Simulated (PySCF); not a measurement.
# Worked example: dipole moment from atomic charges

CaO, SMILES [O]=[Ca]. Atoms are numbered in the order given.

```xyz
2

Ca     0.0000     0.0000    -0.5163
O      0.0000     0.0000     1.2907
```
Charge 0, spin multiplicity 1.

The structure is a stationary point at PBE0-D3(BJ)/def2-TZVPD.

Charges (e) from B3LYP/def2-TZVPD (PySCF):

```json
[
 {"atom": "Ca1", "ESP fit": "1.003", "IAO": "1.867"},
 {"atom": "O2", "ESP fit": "-1.003", "IAO": "-1.867"}
]
```

The dipole moment of the full density is 8.72 D.

### Question
What dipole moment does each set of point charges give, and which comes closer to that of the density?

### Answer

μ = Σ q r, and 1 e Å = 4.8032 D.
ESP fit: Σ q r = (0.000, 0.000, -1.812) e Å, |μ| = 8.71 D.
IAO: Σ q r = (0.000, 0.000, -3.374) e Å, |μ| = 16.20 D.
ESP fit comes closer in size. Point charges leave out the atoms' own dipoles (lone pairs, polarised bonds); fits to the potential absorb them, partitions of the density don't.
